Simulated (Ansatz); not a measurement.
Ansatz (a quantum-chemistry and plane-wave program) input (CCSD(T)/def2-TZVPPD):
A basis named .json is the Basis Set Exchange file of that set.

Ansatz 0.2 input:
```yaml
crystal:
  periodic: [false, false, false]
  atoms:
    - {symbol: W, position_ang: [-0.00000000, -0.00000000, -0.16205847]}
    - {symbol: O, position_ang: [0.00000000, 0.00000000, 1.49904085]}
basis:
  gaussian:
    orbitals: def2-TZVPPD.json
total_charge: -1
magnetization: {spin_polarized: true, initial_magnetization: 3}
correlation: {method: ccsd_t, electrons: outside_noble_gas}
```

End of the output:

```
mean field evaluation 640: about -3842.5851 eV, gradient 1.3e0 eV
mean field evaluation 672: about -3842.2717 eV, gradient 1.3e0 eV
mean field evaluation 704: about -3842.1307 eV, gradient 7.0e-1 eV
mean field evaluation 736: about -3842.3122 eV, gradient 8.2e-1 eV
mean field evaluation 768: about -3842.0317 eV, gradient 6.7e0 eV
mean field evaluation 800: about -3840.6560 eV, gradient 5.8e0 eV
mean field evaluation 832: about -3844.0533 eV, gradient 2.9e-1 eV
mean field evaluation 864: about -3844.0789 eV, gradient 4.3e-4 eV
mean field evaluation 896: about -3842.2334 eV, gradient 1.1e0 eV
mean field evaluation 928: about -3842.1470 eV, gradient 8.9e-1 eV
mean field evaluation 960: about -3842.1684 eV, gradient 7.3e-1 eV
mean field -3844.07894641 eV, -141.2672956703 hartree, gradient 7.7e-6 eV, S^2 4.184251; 24 other end points of the search recorded, 0 dependent functions left out
determinant -3844.07894641 eV, -141.2672956703 hartree, with singles and doubles -3855.07017751 eV, -141.6712159631 hartree
determinant -3844.07374944 eV, -141.2671046853 hartree, with singles and doubles -3855.09346476 eV, -141.6720717536 hartree
determinant -3843.40206660 eV, -141.2424207960 hartree, with singles and doubles -3854.51891256 eV, -141.6509573499 hartree
determinant -3842.68760939 eV, -141.2161649780 hartree, with singles and doubles -3853.70781373 eV, -141.6211500175 hartree
determinant -3842.64640685 eV, -141.2146508125 hartree, with singles and doubles -3853.30513832 eV, -141.6063519693 hartree
determinant -3842.63439299 eV, -141.2142093113 hartree, with singles and doubles -3853.73627242 eV, -141.6221958553 hartree
determinant -3842.40485541 eV, -141.2057739606 hartree, with singles and doubles -3852.83724320 eV, -141.5891571407 hartree
determinant -3842.26445015 eV, -141.2006141626 hartree, with singles and doubles -3852.81551617 eV, -141.5883586870 hartree
determinant -3844.07894641 eV, -141.2672956703 hartree, with singles and doubles -3855.07913517 eV, -141.6715451511 hartree
determinant -3844.07374944 eV, -141.2671046853 hartree, with singles and doubles -3855.08912032 eV, -141.6719120985 hartree
5 core orbitals not correlated
reference -3844.07374944 eV, -141.2671046853 hartree; 8, 5 occupied and 86, 89 virtual orbitals, 634 factors
second order -11.02576617 eV of doubles, -0.00000000 eV of singles
coupled cluster: 0.47 GiB planned
cycle   1  -11.01537057 eV  change    3.0e-7 eV  update   5.0e-6
coupled cluster: 0.47 GiB planned
perturbative correction -0.74128590 eV, -0.0272417545 hartree
Total energy: -3855.83040592 eV, -141.6991538418 hartree
```

This state (charge -1, quartet) is run at the relaxed geometry of the species with charge 0 and multiplicity 3.

The determinant is spin-contaminated: <S^2> is 4.12 against 3.75 for a pure state.
